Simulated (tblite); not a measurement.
A geometry optimisation, step by step.

Compound: C2H9BrO2Si2.
Numbering: `[CH3:1][O:2][C@@H:3]([O:4][SiH3:5])[SiH2:6][Br:7]` (hydrogens: H8, H9, H10 on C1; H11 on C3; H12, H13, H14 on Si5; H15, H16 on Si6)

Computed with GFN2-xTB (tblite), gas phase: L-BFGS steps from a force-field or distance-geometry start until the largest atomic force falls under 0.01 eV/Å. 9 of its 154 geometries are shown.

Step 0: E = -669.5652 eV, largest atomic force 3.005 eV/Å
```
atom  x, y, z in Å  |  force x, y, z in eV/Å
C1     -0.506   -1.907    0.967   -1.119  -1.767   0.797
O2     -0.083   -1.433   -0.258   -0.284  -0.682  -0.033
C3     -0.050   -0.056   -0.216    0.151   0.373  -0.065
O4      1.279    0.339   -0.337    0.463   1.360   2.639
Si5     1.636    1.101    1.174    1.419   0.219  -1.440
Si6    -1.142    0.714   -1.524   -0.167   0.659  -0.774
Br7     0.075    2.030   -2.891   -0.570  -0.540   0.561
H8     -0.530   -3.023    0.966    0.183   0.596  -0.321
H9      0.104   -1.626    1.837    0.048   0.213  -0.312
H10    -1.567   -1.597    1.133    0.471  -0.028   0.167
H11    -0.407    0.271    0.784   -0.733  -0.247  -1.030
H12     1.532    2.549    0.908   -0.050  -0.309   0.071
H13     0.618    0.701    2.140    0.265   0.112   0.440
H14     2.970    0.698    1.640   -0.318  -0.025  -0.266
H15    -1.835   -0.326   -2.264    0.069   0.050  -0.157
H16    -2.103    1.575   -0.805    0.172   0.016  -0.275
```

Step 19: E = -670.5640 eV, largest atomic force 0.325 eV/Å
```
atom  x, y, z in Å  |  force x, y, z in eV/Å
C1     -0.561   -2.096    0.978    0.097   0.049   0.006
O2     -0.382   -1.403   -0.235   -0.069   0.191  -0.049
C3     -0.265   -0.017   -0.095   -0.065   0.240  -0.029
O4      1.056    0.377    0.102    0.037  -0.042   0.127
Si5     1.761    1.235    1.294   -0.080  -0.025   0.111
Si6    -1.122    0.719   -1.639   -0.146   0.030  -0.130
Br7     0.111    1.958   -2.964    0.161  -0.006   0.080
H8     -0.454   -3.151    0.749   -0.084  -0.105  -0.005
H9      0.188   -1.807    1.712    0.214   0.026   0.107
H10    -1.551   -1.883    1.396   -0.072  -0.081  -0.028
H11    -0.863    0.320    0.768   -0.024  -0.086   0.137
H12     1.752    2.655    0.952   -0.122   0.042  -0.057
H13     1.040    1.064    2.583    0.109  -0.037  -0.304
H14     3.107    0.698    1.304    0.002  -0.112   0.006
H15    -1.684   -0.314   -2.489    0.048  -0.089   0.039
H16    -2.141    1.654   -1.160   -0.005   0.004  -0.013
```

Step 38: E = -670.6831 eV, largest atomic force 0.091 eV/Å
```
atom  x, y, z in Å  |  force x, y, z in eV/Å
C1     -0.526   -2.109    0.959    0.028  -0.021   0.005
O2     -0.697   -1.279   -0.168   -0.032   0.036  -0.037
C3     -0.456    0.084    0.024    0.013   0.032   0.024
O4      0.903    0.326    0.199   -0.006  -0.040   0.018
Si5     1.737    1.244    1.248   -0.017  -0.040  -0.045
Si6    -1.142    0.744   -1.635    0.042  -0.012   0.044
Br7     0.442    1.869   -2.657    0.007   0.026  -0.028
H8     -0.431   -3.119    0.569    0.004  -0.071   0.057
H9      0.374   -1.837    1.511    0.060  -0.015   0.020
H10    -1.397   -2.047    1.620   -0.003   0.049   0.031
H11    -1.002    0.449    0.910   -0.045   0.001  -0.021
H12     1.674    2.650    0.850   -0.045  -0.012  -0.004
H13     1.179    1.105    2.600   -0.035   0.000  -0.019
H14     3.044    0.630    1.112    0.021  -0.003  -0.006
H15    -1.491   -0.407   -2.447    0.010   0.070  -0.057
H16    -2.219    1.708   -1.439   -0.003  -0.001   0.018
```

Step 57: E = -670.7131 eV, largest atomic force 0.050 eV/Å
```
atom  x, y, z in Å  |  force x, y, z in eV/Å
C1     -0.496   -2.107    1.010   -0.008   0.027  -0.011
O2     -0.757   -1.326   -0.140   -0.007   0.019  -0.022
C3     -0.468    0.033    0.002   -0.007   0.003  -0.010
O4      0.900    0.223    0.178   -0.017   0.023   0.007
Si5     1.681    1.205    1.210    0.037   0.025  -0.022
Si6    -1.105    0.771   -1.647    0.022  -0.002   0.030
Br7     0.489    1.963   -2.580   -0.003   0.008   0.009
H8     -0.509   -3.147    0.690   -0.022   0.021   0.005
H9      0.483   -1.860    1.428    0.003  -0.045  -0.004
H10    -1.270   -1.940    1.769    0.013   0.017   0.005
H11    -1.004    0.444    0.879    0.004  -0.035  -0.031
H12     1.540    2.599    0.785   -0.010  -0.025   0.015
H13     1.102    1.060    2.552   -0.020   0.007   0.019
H14     3.014    0.647    1.092    0.017   0.001  -0.009
H15    -1.433   -0.287   -2.583   -0.001  -0.005   0.030
H16    -2.175    1.732   -1.390   -0.001  -0.039  -0.012
```

Step 76: E = -670.7289 eV, largest atomic force 0.092 eV/Å
```
atom  x, y, z in Å  |  force x, y, z in eV/Å
C1     -0.504   -2.109    1.004    0.010   0.055  -0.046
O2     -0.747   -1.337   -0.154   -0.010   0.016   0.009
C3     -0.456    0.018    0.000   -0.015   0.003  -0.001
O4      0.907    0.211    0.201   -0.010   0.012  -0.014
Si5     1.670    1.223    1.217    0.024   0.013   0.001
Si6    -1.080    0.755   -1.649    0.042   0.022  -0.021
Br7     0.473    2.061   -2.500   -0.034  -0.009   0.005
H8     -0.795   -3.126    0.763   -0.035  -0.083  -0.020
H9      0.554   -2.079    1.273    0.008   0.000   0.029
H10    -1.107   -1.731    1.837    0.005  -0.020   0.051
H11    -1.007    0.410    0.875   -0.005   0.042  -0.002
H12     1.480    2.614    0.799   -0.009  -0.035   0.013
H13     1.120    1.068    2.571    0.008  -0.003  -0.028
H14     3.014    0.702    1.052    0.016   0.014   0.023
H15    -1.310   -0.310   -2.605    0.006  -0.004  -0.004
H16    -2.220    1.639   -1.424   -0.002  -0.025   0.005
```

Step 96: E = -670.7348 eV, largest atomic force 0.042 eV/Å
```
atom  x, y, z in Å  |  force x, y, z in eV/Å
C1     -0.522   -2.107    1.005   -0.006  -0.004   0.009
O2     -0.780   -1.308   -0.130    0.023   0.007   0.011
C3     -0.444    0.039    0.006    0.000   0.007   0.001
O4      0.926    0.204    0.191   -0.004  -0.001   0.007
Si5     1.681    1.217    1.216    0.002  -0.042   0.002
Si6    -1.063    0.743   -1.659   -0.008  -0.004   0.017
Br7     0.422    2.134   -2.491   -0.002   0.012   0.008
H8     -0.900   -3.100    0.767    0.012   0.027   0.026
H9      0.550   -2.157    1.218   -0.010   0.014  -0.024
H10    -1.042   -1.706    1.883   -0.017  -0.009  -0.011
H11    -0.977    0.468    0.875   -0.010  -0.017  -0.005
H12     1.454    2.605    0.811    0.013   0.007   0.004
H13     1.127    1.036    2.566    0.017   0.004  -0.014
H14     3.036    0.725    1.057   -0.010   0.010   0.000
H15    -1.216   -0.338   -2.611    0.011  -0.004  -0.021
H16    -2.258    1.554   -1.449   -0.013  -0.007  -0.010
```

Step 115: E = -670.7785 eV, largest atomic force 0.235 eV/Å
```
atom  x, y, z in Å  |  force x, y, z in eV/Å
C1     -0.617   -1.979    1.089    0.031   0.011  -0.042
O2     -0.892   -1.230   -0.077    0.047   0.026   0.058
C3     -0.470    0.100   -0.017    0.025   0.029  -0.007
O4      0.914    0.197    0.128   -0.008  -0.013   0.035
Si5     1.774    1.077    1.199   -0.064  -0.030  -0.088
Si6    -1.018    0.685   -1.741    0.097  -0.080  -0.192
Br7    -0.141    2.669   -2.173   -0.119  -0.168   0.070
H8     -1.067   -2.958    0.948   -0.031  -0.039  -0.038
H9      0.461   -2.082    1.227    0.026  -0.018   0.057
H10    -1.054   -1.490    1.964   -0.024   0.020   0.084
H11    -0.966    0.607    0.833    0.030  -0.003  -0.033
H12     1.575    2.497    0.903   -0.003  -0.015   0.085
H13     1.346    0.763    2.570   -0.017   0.054  -0.059
H14     3.101    0.576    0.895    0.019  -0.033  -0.023
H15    -0.485   -0.240   -2.741   -0.054   0.184   0.136
H16    -2.470    0.819   -1.751    0.043   0.074  -0.041
```

Step 134: E = -670.8126 eV, largest atomic force 0.040 eV/Å
```
atom  x, y, z in Å  |  force x, y, z in eV/Å
C1     -0.638   -1.907    1.196   -0.025  -0.001  -0.010
O2     -0.879   -1.248   -0.031    0.008  -0.035  -0.010
C3     -0.468    0.081   -0.075    0.009  -0.008   0.019
O4      0.923    0.191    0.016    0.015   0.019  -0.003
Si5     1.808    0.980    1.134   -0.004  -0.017   0.034
Si6    -1.000    0.661   -1.806    0.031  -0.009  -0.008
Br7    -0.593    2.826   -1.887   -0.015  -0.008  -0.006
H8     -1.065   -2.902    1.090   -0.004  -0.005   0.021
H9      0.433   -1.984    1.404   -0.003   0.020  -0.026
H10    -1.127   -1.373    2.019    0.000  -0.007  -0.003
H11    -0.932    0.641    0.755   -0.014   0.023   0.021
H12     1.644    2.422    0.975   -0.008   0.028  -0.027
H13     1.364    0.610    2.483    0.001  -0.013   0.001
H14     3.118    0.457    0.794    0.009  -0.009  -0.021
H15    -0.162    0.050   -2.824   -0.004   0.010   0.023
H16    -2.434    0.503   -1.987    0.004   0.010  -0.005
```

Step 153: E = -670.8148 eV, largest atomic force 0.009 eV/Å
```
atom  x, y, z in Å  |  force x, y, z in eV/Å
C1     -0.652   -1.900    1.206    0.001   0.008   0.000
O2     -0.901   -1.242   -0.020    0.005  -0.001   0.002
C3     -0.483    0.086   -0.066   -0.002  -0.003  -0.002
O4      0.910    0.190    0.017    0.003  -0.008  -0.001
Si5     1.818    0.967    1.124    0.005  -0.001   0.006
Si6    -0.983    0.661   -1.808   -0.003  -0.001  -0.002
Br7    -0.694    2.846   -1.856    0.001  -0.002   0.003
H8     -1.084   -2.894    1.112    0.001   0.000  -0.003
H9      0.421   -1.978    1.398   -0.005  -0.001  -0.001
H10    -1.129   -1.361    2.033    0.000   0.001  -0.002
H11    -0.944    0.651    0.764    0.004   0.006   0.000
H12     1.656    2.412    0.970   -0.009  -0.002  -0.001
H13     1.401    0.581    2.477    0.005   0.005   0.006
H14     3.119    0.446    0.744   -0.004  -0.002  -0.003
H15    -0.064    0.107   -2.785   -0.006   0.004   0.000
H16    -2.399    0.437   -2.055    0.004  -0.003  -0.001
```

Q: Summarise the path.

A: The energy falls by 28.82 kcal/mol from step 0 to step 153; nine tenths of that is first reached at step 42. It rises by more than 0.2 meV at steps 108 and 120. The largest force goes from 3.005 to 0.009 eV/Å. Among the bonds O4–Si5 changes most, from 1.729 to 1.629 Å; the atoms move by 0.944 Å rms after alignment.

Q: Follow the three bonds and two angles with the largest change from start to end.

A: 
```
step  E above end (kcal/mol)  largest force (eV/Å)  O4–Si5 (Å)  Si6–Br7 (Å)  C1–O2 (Å)  C3–O4–Si5 (°)  O4–Si5–H14 (°)
   0                   28.82                 3.005       1.729        2.255      1.380          104.3           110.1
   7                   12.89                 0.474       1.638        2.191      1.410          121.1           107.8
  13                    7.68                 0.403       1.635        2.189      1.412          128.7           104.4
  20                    5.49                 0.354       1.632        2.186      1.409          130.9           101.5
  27                    4.08                 0.248       1.623        2.209      1.410          134.4           100.4
  33                    3.35                 0.179       1.620        2.194      1.414          132.7            99.9
  40                    2.95                 0.134       1.622        2.195      1.412          132.8            99.6
  47                    2.57                 0.156       1.627        2.195      1.412          129.5            99.5
  53                    2.40                 0.059       1.625        2.197      1.414          129.6            99.5
  60                    2.32                 0.056       1.624        2.198      1.414          129.8            99.1
  67                    2.15                 0.089       1.622        2.202      1.414          130.6            98.5
  73                    2.02                 0.076       1.624        2.196      1.411          130.1            97.9
  80                    1.93                 0.050       1.626        2.196      1.412          129.4            98.8
  86                    1.89                 0.043       1.626        2.199      1.412          129.1            99.1
  93                    1.86                 0.025       1.626        2.200      1.412          128.1            98.8
 100                    1.81                 0.053       1.627        2.199      1.412          127.3            99.3
 106                    1.61                 0.203       1.627        2.209      1.410          127.8            99.3
 113                    1.10                 0.154       1.627        2.204      1.411          128.9            99.1
 120                    0.47                 0.317       1.626        2.224      1.412          128.6            98.5
 126                    0.17                 0.075       1.629        2.201      1.412          129.3            98.1
 133                    0.06                 0.040       1.629        2.205      1.413          128.7            98.9
 140                    0.03                 0.027       1.629        2.206      1.413          128.9            98.6
 146                    0.01                 0.028       1.628        2.204      1.413          129.0            98.7
 153                    0.00                 0.009       1.629        2.205      1.413          129.1            98.7
```

The cost below is that of the whole relaxation. On one thread, Arm Neoverse N1 (aarch64), no GPU, shared host with 64 logical CPUs at a one-minute load of 60, this took 2.4 s of wall time.
